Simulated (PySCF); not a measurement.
C6H14P (charge +1).
Numbering: `[CH3:1][CH:2]([CH3:3])[C@@H:4]1[CH2:5][P@@H+:6]1[CH3:7]` (hydrogens: H8, H9, H10 on C1; H11 on C2; H12, H13, H14 on C3; H15 on C4; H16, H17 on C5; H18 on P6; H19, H20, H21 on C7)

All values: PBE0/def2-SVPD (PySCF, non-relativistic), on one gas-phase PBE0-D3(BJ)/def2-SVP geometry that isn't relaxed in the solvent. The solvent is an IEF-PCM continuum (cavity from Bondi-type radii × 1.2), and excitations are vertical TDDFT with non-equilibrium linear response and a frozen core. The model holds no explicit solvent molecules, cavitation or dispersion.

Gas-phase singlets (H = HOMO, L = LUMO):

```
state  E (eV)  λ (nm)      f  leading configuration
   S1   7.290     170  0.168                H→L 81%
   S2   7.385     168  0.005              H-1→L 81%
   S3   7.490     166  0.050              H-2→L 63%
   S4   7.644     162  0.011              H→L+2 61%
   S5   7.743     160  0.003              H→L+1 61%
```

**Question.** Give the list for chloroform (ε = 4.711), n² = 2.09.

**Answer.** 
```csv
state,E (eV),λ (nm),f,leading configuration,change by rank (eV)
S1,7.426,167,0.316,H→L 92%,+0.136
S2,7.679,161,0.020,H→L+2 69%,+0.294
S3,7.698,161,0.012,H-1→L 45%,+0.208
S4,7.849,158,0.007,H→L+1 53%,+0.205
S5,7.887,157,0.007,H-2→L 52%,+0.144
```

**Question.** How do the frontier levels move from gas to chloroform?

**Answer.** 
| orbital | gas (eV) | solvent (eV) | change (eV) |
| --- | --- | --- | --- |
| LUMO+2 | -3.97 | -0.52 | +3.45 |
| LUMO+1 | -4.12 | -0.57 | +3.55 |
| LUMO | -4.81 | -1.24 | +3.57 |
| HOMO | -13.01 | -9.61 | +3.40 |
| HOMO-1 | -13.35 | -10.23 | +3.12 |
| HOMO-2 | -13.48 | -10.32 | +3.16 |
| HOMO-3 | -13.88 | -10.76 | +3.12 |

The HOMO–LUMO gap goes from 8.19 to 8.36 eV. Rows go by rank; for HOMO-1, HOMO, LUMO+1 and LUMO+2 the atom shares or the degeneracy differ between the runs, so the row needn't follow one orbital.

The values belong to the conformer `[CH3:1][CH:2]([CH3:3])[C@@H:4]1[CH2:5][P@@H+:6]1[CH3:7]`: C1–C2–C4–C5 -79°.
